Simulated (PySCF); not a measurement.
C3H11BN2.
SMILES with atom numbers: `[BH3-:1][NH2+:2][C@@H:3]1[CH2:4][C@H:5]1[NH2:6]` (hydrogens: H7, H8, H9 on B1; H10, H11 on N2; H12 on C3; H13, H14 on C4; H15 on C5; H16, H17 on N6)

Computed by this run: PySCF 2.14.0, PBE0-D3(BJ)/def2-SVP geometry optimisation, gas phase; density fitting, grid level 1; the optimiser is geomeTRIC in internal coordinates, started from a GFN2-xTB structure.

Step 0: E = -6932.5212 eV
```
atom  x, y, z in Å  |  force x, y, z in eV/Å
B1      2.3420   -0.4494   -0.3456   -0.480   0.460   0.275
N2      1.1745    0.5926    0.1969    0.439  -0.598  -0.332
C3     -0.1474    0.3393   -0.3248   -0.519   0.114   0.545
C4     -1.3313    1.1109    0.2009    0.347  -0.449   0.045
C5     -1.1654   -0.3667    0.5089   -0.304   0.140  -0.560
N6     -1.9858   -1.3846   -0.0566    0.386  -0.090  -0.013
H7      3.3380   -0.0959    0.2082    0.627   0.240   0.363
H8      2.3907   -0.2948   -1.5265   -0.029   0.139  -0.776
H9      1.9881   -1.5376   -0.0273   -0.275  -0.741   0.233
H10     1.1827    0.5241    1.2098   -0.008   0.161   0.204
H11     1.4944    1.5207   -0.0677   -0.041   0.239   0.105
H12    -0.1160    0.1083   -1.3819    0.017  -0.124  -0.396
H13    -2.0916    1.4147   -0.5030   -0.359   0.059  -0.372
H14    -1.1681    1.8210    0.9983    0.149   0.348   0.411
H15    -0.8843   -0.6148    1.5273    0.286   0.052   0.401
H16    -2.8800   -1.4476    0.4173   -0.125   0.070  -0.003
H17    -2.1476   -1.2283   -1.0439   -0.111  -0.020  -0.131
```

Task: Estimate the geometry and energy of step 1. (The exact step hangs on the optimiser's Hessian estimate; all steps are aligned on step 0, rigid shifts and turns removed.)

Result: E = -6932.5994 eV, largest force 0.263 eV/Å
```
atom  x, y, z in Å  |  force x, y, z in eV/Å
B1      2.2612   -0.4866   -0.3084    0.170  -0.136  -0.063
N2      1.1844    0.6287    0.1564   -0.104   0.212   0.114
C3     -0.1643    0.4061   -0.3342   -0.003  -0.206  -0.068
C4     -1.3459    1.1134    0.2588   -0.041   0.136  -0.082
C5     -1.1238   -0.3716    0.4892    0.070   0.024   0.160
N6     -1.8966   -1.4176   -0.0841   -0.101   0.049  -0.056
H7      3.3135   -0.1719    0.2424   -0.039  -0.001  -0.026
H8      2.3212   -0.3999   -1.5332   -0.021  -0.006   0.049
H9      1.8184   -1.5624    0.0766    0.027   0.036  -0.013
H10     1.1817    0.6592    1.1784   -0.007  -0.019  -0.040
H11     1.5138    1.5503   -0.1449   -0.014  -0.072  -0.003
H12    -0.1518    0.2016   -1.4106   -0.014   0.050   0.046
H13    -2.1375    1.4229   -0.4317    0.026  -0.015   0.034
H14    -1.1696    1.8092    1.0868   -0.038  -0.055   0.018
H15    -0.7657   -0.6210    1.4995    0.017   0.024  -0.079
H16    -2.8243   -1.4538    0.3350    0.039  -0.016  -0.015
H17    -2.0217   -1.2946   -1.0858    0.034  -0.005   0.025
```

The energy changes by -0.0783 eV. The first-order estimate −F·Δx gives -0.1752 eV and the mean of the old and new forces, exact on a quadratic surface, -0.0748 eV. The step makes an angle of 80° with the force vector and moves no atom by more than 0.201 Å.

The cost below is that of the whole optimisation. Hardware: one thread of an Arm Neoverse V1, shared host with 64 logical CPUs at a one-minute load of 24. Cost: 39 s, 0.64 GiB resident at most.
